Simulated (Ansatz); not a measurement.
```yaml
crystal:
  periodic: [false, false, false]
  atoms:
    - {symbol: C, position_ang: [-0.741050, 0.180053, 2.011658]}
    - {symbol: O, position_ang: [0.324192, 0.786043, 1.334992]}
    - {symbol: C, position_ang: [1.104388, -0.134110, 0.595648]}
    - {symbol: Si, position_ang: [0.287445, -0.763796, -1.003091]}
    - {symbol: C, position_ang: [-0.362873, 0.676531, -1.999046]}
    - {symbol: H, position_ang: [-1.257530, 0.960098, 2.571709]}
    - {symbol: H, position_ang: [-1.455512, -0.293765, 1.324418]}
    - {symbol: H, position_ang: [-0.385389, -0.587154, 2.714303]}
    - {symbol: H, position_ang: [1.420624, -0.976350, 1.231484]}
    - {symbol: H, position_ang: [2.018060, 0.399271, 0.312891]}
    - {symbol: H, position_ang: [1.334730, -1.514042, -1.754311]}
    - {symbol: H, position_ang: [-0.817575, -1.721115, -0.710522]}
    - {symbol: H, position_ang: [0.449523, 1.350630, -2.280530]}
    - {symbol: H, position_ang: [-0.858501, 0.338158, -2.911357]}
    - {symbol: H, position_ang: [-1.082433, 1.248647, -1.408847]}
basis:
  gaussian: {orbitals: def2-TZVP, nuclear_model: gaussian}
magnetization: {spin_polarized: true, initial_magnetization: 0}
hamiltonian: {xc: {name: CCSD(T)}}
```

```sh
$ ansatz run in.yaml --threads 4 --pin off --events-out ev --progress --plain --max-ram 10444MiB
```

It prints (some lines left out):

```
Error: YAML parse error: error: line 22 column 19: hamiltonian.xc: no functional is named "CCSD(T)"; the names, which are not case-sensitive, are SVWN5, SPW92, PBE, PBE0, PBEsol, revPBE, revPBE0, RPBE, rPW86-PBE, HSE06, wPBEh, LC-wPBE, HISS, HF, BLYP, B3LYP, B3LYP5, BHLYP, CAM-B3LYP, r2SCAN, r2SCANh, r2SCAN0, r2SCAN50, m-r2SCAN, B97, wB97, wB97X, wB97X-V, B97M-V, wB97M-V, B2PLYP, B2GP-PLYP, PBE0-DH, PBE-QIDH
20 |   gaussian: {orbitals: def2-TZVP, nuclear_model: gaussian}
21 | magnetization: {spin_polarized: true, initial_magnetization: 0}
22 | hamiltonian: {xc: {name: CCSD(T)}}
```

What is wrong with this run?

The method's name isn't one that the program takes here. The program refused the input.

HSE06 is defined as in plane-wave codes.
